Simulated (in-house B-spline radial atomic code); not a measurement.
## Ionising the selenium ion Se²¹⁺ with different functionals

Computed with a B-spline radial code for spherical atoms: scalar-relativistic (spin-free X2C) Hamiltonian, Fermi nucleus of rms radius 4.14 fm, spin-polarised at highest spin, spherical fractional occupations for the functionals. The ionisation energy is the difference of two self-consistent energies, [Ne] 3s2 3p1 → [Ne] 3s2, without Breit or QED terms; ε is the level of the shell that loses the electron (its least bound occupied spin orbital). There is no spin-orbit coupling in this Hamiltonian.

Hybrids are left out here: with spherical fractional occupations of an open shell their exact exchange keeps a self-interaction that integer-occupation calculations don't have.

```tsv
method	rung	ΔSCF (eV)	-ε(3p) (eV)
LDA VWN5	LDA	888.21	865.38
PBE	GGA	887.94	865.37
RPBE	GGA	?	?
r2SCAN	meta-GGA	?	?
```

Question: What does RPBE give?

Answer: ΔSCF 887.68 eV, and -ε(3p) = 865.27 eV.

Question: What does r2SCAN give?

Answer: ΔSCF 886.74 eV, and -ε(3p) = 865.05 eV.

Question: Among the functionals, which spreads more, the ΔSCF values or the orbital energies?

Answer: The ΔSCF values: ΔSCF values span about 1.46 eV and the orbital energies 0.33 eV.

Question: How do they compare with the NIST value?

Answer: NIST lists 887 eV ± 4 (semi-empirical, ground level to ground level). Errors run from -0.26 to +1.21 eV; all lie within about twice that uncertainty, so the table can't rank the methods.
